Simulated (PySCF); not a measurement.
## [Re3]+: one run

[Re3]+ (triplet). PySCF 2.14.0, UKS PBE, Re def2-SVP with ECP60; non-relativistic Hamiltonian with scalar-relativistic core potentials where named; density fitting; no spin-orbit coupling. Purpose: finer grid at the relaxed geometry.

```python
mol = gto.M(atom='''
Re     1.32071     0.00186     0.00000
Re    -0.66634     1.14527    -0.00000
Re    -0.65437    -1.14713     0.00000''',
    basis={'Re': 'def2-SVP'},
    ecp={'Re': 'def2-SVP'},
    charge=1, spin=2)
mf = dft.UKS(mol, xc='PBE')
mf.grids.atom_grid = (75, 302)
mf = mf.density_fit()  # fitting sets: Re def2-universal-JKFIT
mf.conv_tol = 1e-09; mf.max_cycle = 55
mf.kernel(dm0)  # dm0: converged density of the relaxed state
mf.nuc_grad_method().kernel()
```

Run from Python with OMP_NUM_THREADS=2; the lines above give its settings. Where DIIS fails, smearing, a level shift and second-order steps follow.
It took 31 s on 2 threads of Intel(R) Xeon(R) CPU @ 2.80GHz (Skylake/Cascade Lake), with other jobs on the host, with gradient, populations and further properties, from an already converged density.

Q: Where do the frontier levels lie, over both spins?

A: HOMO -9.07 eV, LUMO -8.66 eV. Another spin state tried lies lower. The state is spin-contaminated.

Q: What are the Mulliken charges and spins?

A: 
```
atom  charge (e)  spin (e)
 Re1       0.355     1.224
 Re2       0.290    -0.449
 Re3       0.355     1.224
```

Q: What forces act on the atoms (eV/Å)?

A: 
```
Re  -0.03  0.00  0.00
Re   0.02 -0.01  0.00
Re   0.02  0.01  0.00
```
Forces carry noise of the integration grid, about 0.01 to 0.03 eV/Å.

Open shells may have lower solutions than the one found.
